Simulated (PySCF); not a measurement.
Vertical excitations of a molecule C2H6BFO2 from TDA-PBE/def2-SVPD (PySCF), as energy in eV (oscillator strength): 6.75 (0.006), 6.97 (0.007), 7.51 (0.001), 7.58 (0.001), 7.69 (0.006), 7.74 (0.000), 7.79 (0.026), 7.89 (0.011), 7.99 (0.097), 8.08 (0.005). Lowest triplet (TDA): 6.67 eV. The structure is a stationary point at r2SCAN-D4/def2-SVP. One conformer was computed; it need not be the lowest.

### Question
Which structure fits?
(A) OCB(O)CF
(B) C[C@@H](O)B(O)F
(C) COB(O)CF
(D) COCB(O)F

### Answer
C, COB(O)CF
